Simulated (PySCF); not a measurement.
Computed shifts of a molecule C₅H₁₀, PySCF with PBE0/pcSseg-1, GIAO, gas phase, equivalent atoms averaged, in ppm (number of nuclei): ¹³C: 158.1 (1), 120.3 (1), 37.6 (1), 24.8 (1), 17.4 (1). ¹H: 5.32 (2), 2.35 (1), 2.21 (1), 2.05 (3), 1.31 (3). References: ¹³C against TMS (σ = 186.3 ppm); ¹H against TMS (σ = 31.56 ppm), references at their B3LYP-D3(BJ)/def2-TZVP geometries, non-relativistic. Geometry optimised at PBE0-D3(BJ)/def2-SVP. Other conformers were not sampled.

Task: Which structure fits?
A. C=CC(C)C
B. C/C=C/CC
C. CCC1CC1
D. C=C(C)CC

Result: D, C=C(C)CC
